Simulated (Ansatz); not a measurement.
Reaction (redistribution): `O[SiH](F)S[SiH2]Cl` + `O[SiH](O)/C=[CH]\[GeH3]` → `O[SiH](O)/C=C\[SiH2]Cl` + `O[SiH](F)[S][GeH3]`

Isolated molecules relaxed with PBE0-D4/def2-TZVP in Ansatz; ΔE leaves out vibrations. CBS: MP2 limit from def2 TZ/QZ plus the TZ coupled-cluster correction, frozen cores. Double bonds are as drawn, so ΔE can hold a change between cis and trans. DFT in def2-TZVPP. For Ge outer-core shells are correlated without core-valence functions, which leaves a few kJ/mol of doubt a bond. Scalar relativity is left out up to krypton. One conformer a species, not always the lowest.

```
        level  ΔE (eV)
      ωB97M-V    -0.10
HF/def2-QZVPP    -0.13
```

**Question.** What does CCSD(T)/CBS give? (Estimate.)

**Answer.** Ansatz gave: -0.06 eV. The listed levels differ from it by -0.04, -0.07 eV.

Largest T1 diagnostic among the species: 0.012.

In def2-TZVPP, CCSD(T) changes the Hartree–Fock value by +0.06 eV (the triples alone add +0.01 eV) and MP2 by +0.07 eV.
